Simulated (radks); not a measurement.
Problem. All-electron atom: Br28+ in [He] 2s2 2p3. Calculated with a radial shooting solver on a logarithmic mesh with Libxc functionals: scalar-relativistic Kohn-Sham, PBE, spin-polarised, spherical densities, finite nucleus; open shells are filled with parallel spins first; Fermi nuclear charge, rms radius 4.1629 fm. Some entries of the table are withheld. Estimate them.

orbital,occ.,eigenvalue (hartree),<r> (bohr)
1s up,1,-555.6793,0.04265
1s down,1,-554.8591,0.04259
2s up,1,-120.7204,0.1800
2s down,1,-119.2872,0.1809
2p up,3,-115.0402,(1)
2p down,0,-113.3258,(2)
3s up,0,-49.89241,0.4253
3s down,0,-49.50808,0.4276
3p up,0,-48.09331,(3)
3p down,0,-47.66786,(4)

Solution. 
(1) 2p up <r> (bohr): 0.1550
(2) 2p down <r> (bohr): 0.1560
(3) 3p up <r> (bohr): 0.4064
(4) 3p down <r> (bohr): 0.4091
